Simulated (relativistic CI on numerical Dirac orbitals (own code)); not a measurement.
## Cubic crystal-field splitting of Pr4+ by operator equivalents

Problem. Pr4+ (4f) sits in a cubic field with the Wybourne parameters B⁴₀ = -2190 and B⁶₀ = -1250 cm⁻¹. Find the levels of its ground J multiplet, neglecting the mixing with the other J.

Working.
1. One f electron has the ground level ²F5/2 with g_J = 6/7 and the Stevens factor β = 2/315. Rank 6 cannot act within J = 5/2.
2. Stevens form: B₄ = β B⁴₀/8 = -1.7381 cm⁻¹, in H = B₄(O₄⁰ + 5O₄⁴).
3. The eigenvalues of O₄⁰ + 5O₄⁴ for J = 5/2 are −240 (Γ7 doublet) and +120 (Γ8 quartet): E(Γ7) = 417.1, E(Γ8) = -208.6 cm⁻¹.
4. Order and energies above the lowest: Γ8 0.0, Γ7 625.7 cm⁻¹. The Γ8 quartet has no single g value.

Check. Diagonalising spin-orbit coupling (free-ion gap 2909 cm⁻¹, from a Dirac-Coulomb-Breit calculation) and field together in all 14 states gives Γ8 0.0, Γ7 720.7 cm⁻¹. The other multiplet starts at 2550 cm⁻¹; the differences from the hand values come from J mixing and grow with the ratio of the field to that gap.
